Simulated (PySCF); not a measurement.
Identify the unknown among the candidates.

All candidates are C6H8OSi.

| technique | computed result |
| --- | --- |
| 13C NMR | chemical shifts (computed TMS as zero) by class: 212.1 (1 C), 86.3 (1 C), 76.2 (1 C), 26.4 (1 C), 22.5 (1 C), 15.1 (1 C) ppm [GIAO PBE0/pcSseg-1] |
| Rotational structure | rotational constants A, B, C: 2.760, 1.233, 1.010 GHz [GFN2-xTB] |
| Polarisability | 95.1 au [CAM-B3LYP/def2-SVPD] |
| Dipole | 2.90 D [CAM-B3LYP/def2-SVPD] |
| Triplet | lowest triplet excitation (Tamm–Dancoff): 3.82 eV [TDA CAM-B3LYP/def2-SVPD] |
| UV, first state | lowest singlet excitation: 4.40 eV (282 nm, f = 0.000) [TDDFT CAM-B3LYP/def2-SVPD] |
| NMR, other nuclei | isotropic shieldings of nuclei other than C and H, by class: -359 (1 O), 414 (1 Si) ppm [GIAO PBE0/pcSseg-1] |

Electronic properties: PySCF, gas phase, density fitting. Levels stand in brackets. Geometry: GFN2-xTB, one conformer, isolated molecule. NMR values are class means; diastereotopic atoms form classes of their own.

Problem. Which candidate is it?
A. `C#C[C@@H]1C[C@]1([SiH3])C=O`
B. `C=C1CC(=C=O)[Si@@H]1C`
C. `O[SiH2]c1ccccc1`

Solution. A. It is `C#C[C@@H]1C[C@]1([SiH3])C=O`. Numbering: `[CH:1]#[C:2][C@@H:3]1[CH2:4][C@:5]1([SiH3:6])[CH:7]=[O:8]`. Its formula, C6H8OSi, gives 4 degrees of unsaturation: 1 ring and 3 π bonds in the structure found. 6 carbons fall into 6 classes; from least to most shielded: aldehyde carbon [C7] (212.1 ppm), alkyne carbon [C2] (86.3 ppm), terminal alkyne carbon [C1] (76.2 ppm), ring sp3 carbon bound to silicon [C5] (26.4 ppm), three-membered-ring carbon [C4] (22.5 ppm), propargylic carbon [C3] (15.1 ppm). The other shieldings belong to: -359 ppm, aldehyde oxygen [O8]; 414 ppm, SiH3 silicon [Si6]. The optimised geometry has point group C1 and is an asymmetric top.

The others, at the same levels:
- `O[SiH2]c1ccccc1` fails: it has 4 carbon classes against 6; its computed 13C shifts are 141.1 (1 C), 138.1 (2 C), 135.7 (1 C), 133.4 (2 C) ppm, rotational constant A is 4.382 GHz (against 2.760 GHz) and smallest rotational constant is 0.873 GHz (against 1.010 GHz).
- `C=C1CC(=C=O)[Si@@H]1C` fails: its computed 13C shifts are 178.7 (1 C), 158.6 (1 C), 134.5 (1 C), 33.7 (1 C), 6.6 (1 C), 1.3 (1 C) ppm, lowest singlet excitation is 3.72 eV (333 nm, f = 0.001) (against 4.40 eV) and lowest triplet excitation (Tamm–Dancoff) is 3.41 eV (against 3.82 eV).

Each candidate is one conformer, not necessarily the lowest. Dipoles, sizes and rotational constants follow the conformer. The torsions of the flexible species, by atom-mapped SMILES:
- `[CH:1]#[C:2][C@@H:3]1[CH2:4][C@:5]1([SiH3:6])[CH:7]=[O:8]`: C4–C5–C7–O8 147°
- `[OH:1][SiH2:2][c:3]1[cH:4][cH:5][cH:6][cH:7][cH:8]1`: O1–Si2–C3–C4 15°, H–O1–Si2–C3 55°
